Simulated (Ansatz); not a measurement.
Basis sets compared for Ge₁₈BH₂₈, a doped nanocrystal cut from the lattice of germanium (B on an inner site). Charge 0, multiplicity 2. Geometry PBE-D4/def2-SVP. Ansatz on 11 threads of AMD EPYC 7R13 on a shared host and a whole NVIDIA H100 80GB HBM3; times are rough, and most runs start from earlier orbitals.

```tsv
atom	x (Å)	y (Å)	z (Å)
Ge1	1.255	-1.687	0.648
Ge2	-1.252	1.087	4.098
Ge3	0.284	-3.433	-2.767
Ge4	-1.886	-0.427	0.425
Ge5	3.514	-1.040	-2.473
Ge6	0.967	1.734	0.949
Ge7	-0.211	0.382	-1.931
Ge8	-2.627	3.383	1.084
Ge9	0.418	-3.767	-0.344
Ge10	3.595	-1.468	-0.070
Ge11	2.539	-2.974	-3.620
Ge12	-2.036	-0.874	2.872
Ge13	1.038	1.566	3.399
B14	0.181	0.004	0.130
Ge15	-2.704	2.970	3.501
Ge16	-1.091	-1.472	-3.280
Ge17	-3.497	1.375	-0.017
Ge18	2.048	0.874	-2.864
Ge19	-0.298	3.770	0.430
H20	1.302	-1.875	2.200
H21	-1.360	0.780	5.626
H22	-0.276	-4.692	-3.500
H23	-2.322	-1.739	-0.301
H24	4.919	-0.705	-3.068
H25	2.447	1.955	0.495
H26	-1.073	1.667	-2.139
H27	-3.535	4.612	0.762
H28	1.382	-4.957	-0.052
H29	-0.985	-4.153	0.211
H30	4.401	-2.774	0.200
H31	4.306	-0.295	0.664
H32	3.457	-4.211	-3.387
H33	2.491	-2.697	-5.152
H34	-1.233	-2.170	3.183
H35	-3.551	-1.154	3.132
H36	1.994	0.428	3.863
H37	1.514	2.898	4.051
H38	-4.163	2.662	3.951
H39	-2.225	4.237	4.272
H40	-2.605	-1.728	-3.033
H41	-0.912	-1.089	-4.781
H42	-4.851	0.967	0.640
H43	-3.751	1.594	-1.535
H44	2.563	2.197	-2.228
H45	1.804	1.117	-4.387
H46	0.252	4.992	1.227
H47	-0.229	4.127	-1.084
```

Single mean-field runs in def2-SVP, def2-TZVP are fitted with def2-universal-jkfit.

Binding counts from free atoms (Ge triplet, B doublet, H doublet) in the same basis, without a counterpoise term.

```
           level  functions  energy (Eh)  HOMO (eV)  LUMO (eV)  binding per atom (eV)  wall time
 PBE-D4/def2-SVP        730  -37417.6903      -5.56      -5.13                   2.90       11 s
PBE0-D4/def2-SVP        730  -37418.7141      -6.54      -4.67                   2.90       17 s
```

(1) Estimate the rows for PBE-D4/def2-TZVP, PBE0-D4/def2-TZVP.

Results:

(1) 
```json
{"level": "PBE-D4/def2-TZVP", "functions": "1063", "energy (Eh)": "-37422.4333", "HOMO (eV)": "-5.59", "LUMO (eV)": "-5.16", "binding per atom (eV)": "2.90", "wall time": "11 s"}
{"level": "PBE0-D4/def2-TZVP", "functions": "1063", "energy (Eh)": "-37423.4383", "HOMO (eV)": "-6.54", "LUMO (eV)": "-4.65", "binding per atom (eV)": "2.89", "wall time": "22 s"}
```
